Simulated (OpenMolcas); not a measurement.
**Te²⁺: CASPT2 settings compared**

| Quantity | Value |
| --- | --- |
| Program | OpenMolcas 26.06 |
| Basis | ANO-RCC-VDZ [6s5p2d] |
| Scalar Hamiltonian | X2C, point nucleus |
| Active space | 4 electrons in 4 orbitals (5s 5p) |
| State averaging | 2S+1 = 3 even, 3 roots; 2S+1 = 1 even, 6 roots kept (CI in the orbitals of an earlier block); 2S+1 = 3 odd, 9 roots; 2S+1 = 5 odd, 1 root kept (CI in the orbitals of an earlier block); 2S+1 = 1 odd, 8 roots kept (CI in the orbitals of an earlier block) |
| Spin-orbit coupling | state interaction with AMFI integrals over the reference wave functions, term energies averaged over their components |

Methods on the same reference wave functions:
A. CASSCF
B. SS-CASPT2, IPEA 0 Eh, sigma2 regulariser 0.4 Eh (closed shells correlated: 4d)
C. SS-CASPT2, IPEA 0.1 Eh, sigma1 regulariser 0.25 Eh (closed shells correlated: 4d)
D. XMS-CASPT2, IPEA 0.5 Eh, sigma1 regulariser 0.1 Eh (closed shells correlated: 4d)

Energies in cm⁻¹ above 5s² 5p² ³P₀, the measured ground level; measured values from the list in Zhang, Palmeri, Quinet and Biemont, Astron. Astrophys. 551, A136 (2013).

| Level | A | B | C | D | Measured |
| --- | --- | --- | --- | --- | --- |
| 5s² 5p² ³P₀ | 0.0 | 0.0 | 0.0 | 0.0 | 0.0 |
| 5s² 5p² ³P₁ | 4635 | 4680 | 4680 | 4670 | 4757 |
| 5s² 5p² ³P₂ | 8443 | 8450 | 8450 | 8440 | 8167 |
| 5s² 5p² ¹D₂ | 19471 | 19260 | 19250 | 19260 | 17360 |
| 5s² 5p² ¹S₀ | 30194 | 29570 | 29590 | 29720 | 30398 |
| 5s 5p³ ⁵S°₂ | 52958 | 53420 | 53430 | 53520 | 64586 |
| 5s 5p³ ³D°₂ | 87960 | 87750 | 87840 | 87980 | 83203 |
| 5s 5p³ ³D°₁ | 88150 | 87940 | 88030 | 88170 | 82889 |
| 5s 5p³ ³D°₃ | 89567 | 89370 | 89460 | 89610 | 85206 |
| 5s 5p³ ³P°₀ | 100318 | 100010 | 100080 | 100200 | 96062 |
| 5s 5p³ ³P°₁ | 101008 | 100700 | 100780 | 100900 | 96582 |
| 5s 5p³ ³P°₂ | 102035 | 101730 | 101810 | 101930 |  |
| 5s 5p³ ¹D°₂ | 129836 | 128760 | 128850 | 129060 |  |
| 5s 5p³ ³S°₁ | 131407 | 130120 | 130450 | 130580 | 114216 |
| 5s 5p³ ¹P°₁ | 142552 | 141340 | 141480 | 141620 |  |

Deviations, from unrounded energies. A percentage is the sum of absolute deviations over the sum of measured energies, with the sign that they share, or ± where signs differ.

| Against measurement | Levels | A | B | C | D |
| --- | --- | --- | --- | --- | --- |
| mean absolute deviation (cm-1) | 11 | 5000 | 4700 | 4800 | 4800 |
| fine structure of the ground term (%) | 2 | ±3.1 | ±2.8 | ±2.8 | ±2.8 |
| other terms of the ground configuration (%) | 2 | ±4.8 | ±5.7 | ±5.7 | ±5.4 |
| other configurations (%) | 7 | ±8.3 | ±7.9 | ±8.0 | ±8.1 |

A, B, C, D lie about equally close to measurement. The largest miss of B in the table is 5s 5p³ ³S°₁, by +16000 cm-1. The ranking rests on the paired levels alone, and a cruder setting can come out closer through cancelling errors.

Among B to D the level of the table that moves most is 5s 5p³ ³S°₁, by 460 cm-1 (lowest in B, highest in D). Moves below CASPT2's spread within the term are not significant.

The mean deviations of B to D differ by less than CASPT2's widest spread within a term (210 cm-1), so their order carries little weight.

From A to B the spin-free energies of the other terms of 5s² 5p² shown, above ³P, scale by a factor of 0.97.

The lowest spin-free term lies below A's lowest term by 0.007 hartree in B, 0.007 hartree in C, 0.007 hartree in D.

CASPT2 breaks the degeneracy within a term, and the mean is taken; among the terms shown or strongly mixed into the levels shown the widest spread is 210 cm-1 (5s 5p³ ¹D°, D). Terms from blocks run as CI alone lack orbitals of their own. Terms of s pⁿ other than that of highest spin mix with s² pⁿ⁻² d, which this space lacks; all of them can be thousands of cm-1 off, and some have no real level of that name. Measured partners are found by configuration, term and J. A level has none where our copy of the source lacks it or the pairing is in doubt (some pairs that miss far off the trend of their configuration count as doubtful), and it then counts in no deviation. Levels of configurations outside the active space are missing.

° marks odd parity.
